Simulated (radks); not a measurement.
Fe5+, configuration [Ar] 3d3. Method: scalar-relativistic Kohn-Sham, PBE, spin-unpolarised, spherical densities, finite nucleus; Fermi nuclear charge, rms radius 3.7377 fm; computed with a radial shooting solver on a logarithmic mesh with Libxc functionals.

Unscreened Slater integrals over Kohn-Sham orbitals (eV). Empty in this configuration: 4s.

\begin{tabular}{lr}
integral & value \\ \hline
F0(3d,3d) & 28.658 \\
F2(3d,3d) & 13.840 \\
F4(3d,3d) & 8.7337 \\
F0(3d,3p) & 29.301 \\
F2(3d,3p) & 14.243 \\
G1(3d,3p) & 17.408 \\
G3(3d,3p) & 10.776 \\
F0(3d,3s) & 29.782 \\
G2(3d,3s) & 13.409 \\
F0(3d,2p) & 38.694 \\
F2(3d,2p) & 8.0639 \\
G1(3d,2p) & 6.1555 \\
G3(3d,2p) & 3.4988 \\
F0(3d,4s) & 15.686 \\
G2(3d,4s) & 1.7693 \\
F0(3p,3p) & 30.215 \\
F2(3p,3p) & 15.247 \\
F0(3p,3s) & 30.696 \\
G1(3p,3s) & 20.419 \\
F0(3p,2p) & 40.829 \\
F2(3p,2p) & 8.3722 \\
G0(3p,2p) & 3.2857 \\
G2(3p,2p) & 3.4512 \\
F0(3p,4s) & 15.832 \\
G1(3p,4s) & 1.3762 \\
F0(3s,3s) & 31.224 \\
F0(3s,2p) & 41.411 \\
G1(3s,2p) & 3.4994 \\
F0(3s,4s) & 15.903 \\
G0(3s,4s) & 1.0073 \\
F0(2p,2p) & 105.57 \\
F2(2p,2p) & 49.706 \\
F0(2p,4s) & 17.579 \\
G1(2p,4s) & 0.59743 \\
F0(4s,4s) & 12.627 \\
\end{tabular}

Derived for the open shells (J is the average intra-shell exchange parameter used in DFT+U). 3d: Racah B = F2/49 - 5 F4/441 = 0.1834 eV, C = 35 F4/441 = 0.6931 eV, C/B = 3.78, F4/F2 = 0.631, J = (F2 + F4)/14 = 1.612 eV.
